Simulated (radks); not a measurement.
Species: O+. Configuration: [He] 2s2 2p2 3s1 (not the ground configuration).

All-electron calculation, Dirac Kohn-Sham, PBE, spin-unpolarised, spherical densities, point nucleus; open shells fill j = l - 1/2 first. Program: a radial shooting solver on a logarithmic mesh with Libxc functionals.

Energy parts (eV):
| part | energy |
|---|---|
| total | -2002.910 |
| kinetic | 2001.751 |
| electron-nucleus | -4587.425 |
| Hartree | 785.304 |
| exchange-correlation | -202.540 |

Orbitals (lengths in bohr, moments of r in powers of bohr; r(max) is where P^2 peaks):
orbital,occ.,eigenvalue (eV),<r^2>,r(max),small-component weight
1s1/2,2,-548.4778,0.05368,0.1291,7.75e-04
2s1/2,2,-49.6341,1.275,0.8328,1.03e-04
2p1/2,2,-34.5681,1.288,0.7449,9.08e-05
2p3/2,0,-34.5162,1.291,0.7458,9.07e-05
3s1/2,1,-9.1532,14.02,3.085,1.62e-05

The highest occupied level is 3s1/2 at -9.153 eV. The configuration is held as typed, so some empty levels lie below it. Summed over all electrons, <r^2> = 19.25 bohr^2, which gives a Langevin (diamagnetic) susceptibility term of -15.2 x 10^-6 cm^3/mol. The density falls to 0.001 e/bohr^3 at r = 4.24 bohr.
